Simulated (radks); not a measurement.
The numbers below are computed, except where a source is named.
Spherical quantum dot in the effective-mass picture: electrons in a well V = -V0 / (1 + exp((r - R)/a)) with V0 = 10.5, R = 6.06, a = 0.33, all in effective atomic units (hartree* = m*/eps^2 hartree, bohr* = eps/m* bohr), one dielectric constant everywhere. Level of theory: non-relativistic Kohn-Sham, PBE, spin-polarised, spherical densities (a radial shooting solver with Libxc functionals). Levels are named by radial order and angular momentum (1s, 1p, 1d, 2s, ...), and open shells are averaged over m.

N = 4, configuration 1s2 1p(up 2, down 0). This is the lowest configuration that the search found. Occupied and some empty levels:

level    occupation  eigenvalue (hartree*)  <r> (bohr*)
1s up             1                -9.4964        3.279
1s down           1                -9.4536        3.173
1p up             2                -9.3792        3.580
1p down           0                -9.3270        3.542
1d up             0                -9.2025        3.806
1d down           0                -9.1460        3.794
2s up             0                -8.9865        2.736
1f up             0                -8.9769        3.985
2s down           0                -8.9759        2.747
1f down           0                -8.9188        3.986

Energy (hartree*): total -39.5904, kinetic 0.85691, external -41.774, Hartree 2.1148, exchange-correlation -0.78851.
